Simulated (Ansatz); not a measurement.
Born–Oppenheimer molecular dynamics of Cl$_{2}$GaH$_{3}$ (6 atoms, charge 0, multiplicity 1). It starts at the highest image of a converged band, a first-order saddle point between two minima.

Method: Ansatz, RKS LDA/def2-SVP.

```
ensemble                      : NVE (velocity Verlet)
time step                     : 0.5 fs
steps asked                   : 200
starting velocities drawn for : 100 K
seed                          : 6407
```

First frame:

```xyz
6
Properties=species:S:1:pos:R:3
Ga -0.020 -0.404 -0.110
Cl -0.128 0.058 2.311
H 1.359 0.066 -0.633
Cl -1.887 0.187 -0.941
H -0.160 -1.908 0.594
H -0.186 -1.253 1.617
```

Q: How far do the bonds stretch over the last three quarters of this one trajectory? (Pairs bonded in most of those frames.)

A: 
```csv
bond,mean (Å),spread (Å),shortest,longest
Ga1–Cl2,2.642,0.088,2.51,2.80
Ga1–H3,1.558,0.008,1.54,1.57
Ga1–Cl4,2.146,0.015,2.11,2.17
Ga1–H5,1.591,0.034,1.54,1.69
Cl2–H6,1.341,0.049,1.27,1.45
```

Mean temperature of the second half: 157 K. The conserved energy stayed within 0.041 meV per atom of its start (net change 0.0027 meV per atom), so the integration is sound. The kinetic energy rose, since the run started high on the potential surface and went downhill. A run of 0.1 ps of so small a system gives no equilibrium averages. The orbitals stay closed-shell, which can raise the energy where a bond breaks towards radicals; this wasn't checked here.

Time of the run: 5 min on 1 thread of Arm Neoverse V1, on a shared host, peak memory 0.11 GiB.
